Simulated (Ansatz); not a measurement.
`N=C(N)[SiH2]N` at its PBE0-D4/def2-TZVP geometry, where that method's forces vanish. Total charge 0; spin multiplicity 1.

```xyz
12

N    -1.2906    0.5769   -1.2018
C    -0.6082    0.7620   -0.1370
N    -0.9070    1.7994    0.6950
Si    0.8209   -0.3892    0.3533
N     0.5963   -1.8670   -0.4825
H    -0.9562   -0.2515   -1.6885
H    -0.2945    2.0493    1.4481
H    -1.5614    2.4926    0.3688
H     0.8483   -0.4832    1.8443
H     2.1238    0.1669   -0.0964
H    -0.1599   -2.4907   -0.2531
H     1.3887   -2.3654   -0.8503
```

Problem. What forces (eV/Å) does r2SCAN-D4/def2-TZVPP give on these atoms in Ansatz 0.2.0? (Best estimate.)

Solution. The calculation gave: 
```
N1  -0.258  0.002 -0.324
C2   0.280 -0.138  0.195
N3  -0.055  0.117  0.097
Si4  0.037  0.031  0.049
N5   0.013  0.033 -0.023
H6   0.003 -0.019 -0.011
H7   0.018  0.009  0.024
H8  -0.029  0.043 -0.008
H9   0.009  0.003 -0.005
H10 -0.014 -0.012  0.007
H11 -0.003 -0.030 -0.006
H12 -0.002 -0.039  0.005
```
